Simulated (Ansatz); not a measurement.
Consider the formal exchange of groups at the Si–Si bond: `O[SiH](F)[Si](O)(O)O` + `FI` → `O[SiH](F)I` + `O[Si](O)(O)F`.

Computed with Ansatz on PBE0-D4/def2-TZVP structures; ΔE is electronic, products minus reactants. CCSD(T)/CBS is the MP2 limit (def2-TZVPP, def2-QZVPP) plus CCSD(T) − MP2 in def2-TZVPP, frozen cores. DFT in def2-TZVPP. def2 core potentials past Kr. For I outer-core shells are correlated without core-valence functions, which leaves a few kJ/mol of doubt a bond. One conformer a species, not always the lowest.

```
             level  ΔE (kcal/mol)
         r2SCAN-D4         -102.5
           ωB97X-V          -98.8
               PBE          -93.3
              PBE0         -100.2
SCS-MP2/def2-TZVPP         -106.2
     HF/def2-QZVPP         -109.8
SCS-MP2/def2-QZVPP         -105.4
      HF/CBS(def2)         -109.6
```

Q: What does CCSD(T)/CBS give? (An estimate is asked.)

A: Computed: -102.9 kcal/mol. The listed levels differ from it by 0.4, 4.1, 9.6, 2.7, -3.3, -6.9, -2.5, -6.7 kcal/mol.

Largest T1 diagnostic among the species: 0.012.

From PBE to PBE0 (25 % exact exchange), in def2-TZVPP and without D4, ΔE moves by −6.9 kcal/mol. In def2-TZVPP, CCSD(T) changes the Hartree–Fock value by +7.2 kcal/mol (the triples alone add +1.3 kcal/mol) and MP2 by +0.8 kcal/mol. The D4 term adds +0.8 kcal/mol with B3LYP and +0.6 kcal/mol with PBE0; it sums over pairs of atoms, weighted by their polarisabilities, and B3LYP, whose exchange is more repulsive, gets the larger term.

B3LYP here is the variant with VWN-RPA as its local correlation; programs differ in this.
